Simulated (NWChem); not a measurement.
Species: CH$_{6}$AlAs; SMILES [CH3][AlH][AsH2]

```xyz
9

Al    -0.6042    -1.1642     0.0098
As     0.0861     1.1743     0.0474
H     -0.9664     1.5540    -0.9884
H      1.1679     0.9346    -1.0009
H     -2.1662    -1.4789     0.0874
C      0.6926    -2.6299     0.0223
H      0.5246    -3.2980    -0.8404
H      0.5581    -3.2531     0.9237
H      1.7415    -2.2978    -0.0076
```
Atoms are numbered in this order, from 1.

Computed with NWChem. Pople sets run with spherical d functions. Coordinates come from a PBE0/def2-SVP optimisation. LC-ωPBE (HJS hole) with 6-31G*; x = 1 − exp(−ω/0.25 bohr⁻¹) is a scale chosen for this fit.

```
row           x  −ε(HOMO) (eV)
--------  -----  -------------
ω = 0.10  0.330           7.22
ω = 0.15  0.451       withheld
ω = 0.25  0.632           8.61
ω = 0.35  0.753           9.16
ω = 0.40  0.798           9.35
```

Task: Fit a straight line of the last column on the one before it, predict the withheld value, and compare with the run.

Result: 
1. Means of the 4 shown rows: x = 0.6282, y = 8.585. Slope Σ(x − x̄)(y − ȳ)/Σ(x − x̄)² = 0.6088/0.1333 = 4.566; intercept 5.716.
2. The shown rows scatter about the line by 0.007 (root mean square); the largest residual is -0.01, at ω = 0.40.
3. At x = 0.451 (ω = 0.15; inside the shown range) the line gives 7.78.
4. The run gives 7.78, 0.00 from the line.
